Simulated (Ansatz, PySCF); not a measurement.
Molecule: C₂H₆BO, net charge 0, doublet state. It need not be the lowest isomer of its formula. 
Structure (B3LYP-D3(BJ)/def2-TZVP (Ansatz, a first-principles code) minimum search):
```
B
O 1 1.2967
C 1 1.6023 2 119.89
H 3 1.0876 1 112.95 2 -0.35
H 3 1.0924 4 109.43 1 121.07
H 3 1.0924 4 109.40 5 117.94
C 1 1.6023 2 119.89 3 180.00
H 7 1.0876 1 112.95 2 -0.35
H 7 1.0924 8 109.43 1 121.07
H 7 1.0924 8 109.40 9 117.94
```
Charge 0, spin multiplicity 2.

Quantity: atomisation energy (electronic, to ground-state atoms), in kJ/mol. Correlated levels leave the core frozen unless marked. UHF or UKS for open shells. No spin-orbit coupling. No relativistic terms. The coupled-cluster limit lacks core correlation, which all-electron functionals hold. Basis-set limits of correlation are two-point, X^-3; Hartree-Fock from the larger set. [CCSD(T)-MP2]/basis is that difference in the basis named.

| level | program | atomisation energy (kJ/mol) | minus last row |
|---|---|---|---|
| HF/6-31G | Ansatz | 2869.9 | -1040.9 |
| HF/aug-cc-pVQZ | Ansatz | 3009.8 | -901.0 |
| HF/cc-pVQZ | Ansatz | 3010.1 | -900.7 |
| SVWN5/def2-TZVPD | Ansatz | 4473.5 | 562.7 |
| PBE/def2-TZVPD | Ansatz | 4011.5 | 100.7 |
| PBE-D4/def2-TZVPD | Ansatz + dftd4 | 4025.1 | 114.3 |
| B97M-V/def2-TZVPD | Ansatz | 3952.8 | 42.0 |
| PBE0/def2-SVP | Ansatz | 3984.9 | 74.1 |
| TPSSh-D4/def2-TZVPD | PySCF + dftd4 | 3955.2 | 44.4 |
| TPSSh/def2-TZVPD | PySCF | 3938.5 | 27.7 |
| HSE06/def2-TZVPD | Ansatz | 3946.2 | 35.4 |
| wB97M-V/def2-TZVPD | Ansatz | 3935.6 | 24.8 |
| B2GP-PLYP-D3(BJ)/def2-TZVPD | Ansatz + dftd3 | 3878.3 | -32.5 |
| RPA@PBE/cc-pVQZ | Ansatz | 3711.2 | -199.6 |
| MP2/6-31G | Ansatz | 3398.6 | -512.2 |
| RI-MP2/aug-cc-pVQZ | Ansatz | 3908.1 | -2.7 |
| RI-MP2/cc-pVQZ | Ansatz | 3902.7 | -8.1 |
| SCS-MP2/cc-pVDZ | Ansatz | 3649.5 | -261.3 |
| CCSD(T) with core electrons/cc-pwCVTZ | Ansatz | 3849.5 | -61.3 |
| RI-MP2/CBS(aug-cc-pVTZ,aug-cc-pVQZ)+[CCSD(T)-MP2]/aug-cc-pVDZ | Ansatz | 3903.9 | -6.9 |
| RI-MP2/CBS(cc-pVTZ,cc-pVQZ)+[CCSD(T)-MP2]/cc-pVTZ | Ansatz | 3910.8 | 0.0 |
